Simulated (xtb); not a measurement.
ClGe, doublet, at a GFN2-xTB geometry, atoms displaced at random by about 0.02 Å a coordinate; GFN1-xTB in xtb.

The xtb input:
```
$ xtb mol.xyz --gfn 1 --uhf 1 --opt sloppy --json

# file mol.xyz
2

Ge    -0.01849031    -0.02306757    -0.76539955
Cl    -0.02719635     0.00751794     1.41163948
```

Problem. Predict the main parts of the log of this xtb run.

Solution. 
```
   ID    Z sym.   atoms
    1   32 Ge     1
    2   17 Cl     2

           -------------------------------------------------
          |                Calculation Setup                |
           -------------------------------------------------

           -------------------------------------------------
          |                 G F N 1 - x T B                 |
           -------------------------------------------------

          ...................................................
          :                      SETUP                      :
          :.................................................:
          :  # basis functions                  20          :
          :  # atomic orbitals                  18          :
          :  # shells                            6          :
          :  # electrons                        11          :
          :  # halogen bonds                     0          :
          :  max. iterations                   250          :
          :  Hamiltonian                  GFN1-xTB          :
          :  restarted?                      false          :
          :  GBSA solvation                  false          :
          :  PC potential                    false          :
          :  electronic temp.          300.0000000     K    :
          :  accuracy                    1.0000000          :
          :  -> integral cutoff          0.2500000E+02      :
          :  -> integral neglect         0.1000000E-07      :
          :  -> SCF convergence          0.1000000E-05 Eh   :
          :  -> wf. convergence          0.2000000E-04 e    :
          :  Broyden damping             0.4000000          :
          :  net charge                          0          :
          :  unpaired electrons                  1          :
          ...................................................

 iter      E             dE          RMSdq      gap      omega  full diag
   1     -5.8730583 -0.587306E+01  0.272E+00    0.00       0.0  T
   2     -5.8868372 -0.137790E-01  0.175E+00    0.00       1.0  T
   3     -5.8870123 -0.175013E-03  0.951E-01    0.00       1.0  T
   4     -5.8870461 -0.337885E-04  0.804E-02    0.00       1.0  T
   5     -5.8870467 -0.670061E-06  0.229E-02    0.00       3.1  T
   6     -5.8870477 -0.934909E-06  0.124E-03    0.00      56.9  T
   7     -5.8870477  0.128441E-09  0.451E-04    0.00     156.8  T
   8     -5.8870477 -0.166644E-09  0.265E-05    0.00    2669.2  T
   9     -5.8870477 -0.667022E-12  0.113E-07    0.00  100000.0  T

   *** convergence criteria satisfied after 9 iterations ***

         :::::::::::::::::::::::::::::::::::::::::::::::::::::
         ::                     SUMMARY                     ::
         :::::::::::::::::::::::::::::::::::::::::::::::::::::
         :: total energy              -5.883465618404 Eh    ::
         :: gradient norm              0.002628562194 Eh/a0 ::
         :: HOMO-LUMO gap              0.000000000000 eV    ::
         ::.................................................::
         :: SCC energy                -5.887047655507 Eh    ::
         :: -> electrostatic           0.002836055106 Eh    ::
         :: repulsion energy           0.003996957594 Eh    ::
         :: dispersion energy         -0.000414920491 Eh    ::
         :: halogen bond corr.         0.000000000000 Eh    ::
         :: add. restraining           0.000000000000 Eh    ::
         :: total charge               0.000000000000 e     ::
         :::::::::::::::::::::::::::::::::::::::::::::::::::::

      -----------------------------------------------------------
     |                   =====================                   |
     |                        A N C O P T                        |
     |                   =====================                   |
     |               Approximate Normal Coordinate               |
     |                Rational Function Optimizer                |
[...]
 * total energy  :    -5.8834656 Eh     change        0.8881784E-15 Eh
   *** GEOMETRY OPTIMIZATION CONVERGED AFTER 1 ITERATIONS ***
[...]

         :::::::::::::::::::::::::::::::::::::::::::::::::::::
         ::                     SUMMARY                     ::
         :::::::::::::::::::::::::::::::::::::::::::::::::::::
         :: total energy              -5.883465618404 Eh    ::
         :: gradient norm              0.002628561878 Eh/a0 ::
         :: HOMO-LUMO gap              0.000000000000 eV    ::
         ::.................................................::
         :: SCC energy                -5.887047655507 Eh    ::
         :: -> electrostatic           0.002836055287 Eh    ::
         :: repulsion energy           0.003996957594 Eh    ::
         :: dispersion energy         -0.000414920491 Eh    ::
         :: halogen bond corr.         0.000000000000 Eh    ::
         :: add. restraining           0.000000000000 Eh    ::
         :: total charge              -0.000000000000 e     ::
         :::::::::::::::::::::::::::::::::::::::::::::::::::::

           -------------------------------------------------
          |                Property Printout                |
           -------------------------------------------------

    * Orbital Energies and Occupations

         #    Occupation            Energy/Eh            Energy/eV
      -------------------------------------------------------------
         1        2.0000           -0.8725420             -23.7431
         2        2.0000           -0.5166611             -14.0591
         3        2.0000           -0.4597167             -12.5095
         4        2.0000           -0.4597167             -12.5095
         5        2.0000           -0.4124966             -11.2246
         6        0.5000           -0.2892382              -7.8706 (HOMO)
         7        0.5000           -0.2892382              -7.8706 (LUMO)
         8                         -0.1519452              -4.1346
         9                         -0.1067905              -2.9059
        10                         -0.1067905              -2.9059
        11                         -0.0487087              -1.3254
        12                         -0.0487087              -1.3254
        13                         -0.0069730              -0.1897
        14                         -0.0069730              -0.1897
        15                          0.0094253               0.2565
        16                          0.0094253               0.2565
        17                          0.0118949               0.3237
        18                          0.1304054               3.5485
      -------------------------------------------------------------
                  HL-Gap            0.0000000 Eh            0.0000 eV
             Fermi-level           -0.3200528 Eh           -8.7091 eV

  Mulliken/CM5 charges         n(s)   n(p)   n(d)
     1Ge    0.22756  0.21561   1.872  1.700  0.200
     2Cl   -0.22756 -0.21561   1.950  5.270  0.007

Wiberg/Mayer (AO) data.
largest (>0.10) Wiberg bond orders for each atom

 ---------------------------------------------------------------------------
     #   Z sym  total        # sym  WBO       # sym  WBO       # sym  WBO
 ---------------------------------------------------------------------------
     1  32 Ge   1.286 --     2 Cl   1.286
     2  17 Cl   1.286 --     1 Ge   1.286
 ---------------------------------------------------------------------------

Topologies differ in total number of bonds
Writing topology from bond orders to xtbtopo.mol

 dipole moment from electron density (au)
     X       Y       Z
   0.0031  -0.0110  -0.7824  total (Debye):    1.989

optimized geometry written to: xtbopt.xyz

           -------------------------------------------------
          | TOTAL ENERGY               -5.883465618404 Eh   |
          | GRADIENT NORM               0.002628561878 Eh/α |
          | HOMO-LUMO GAP               0.000000000000 eV   |
           -------------------------------------------------

normal termination of xtb
```
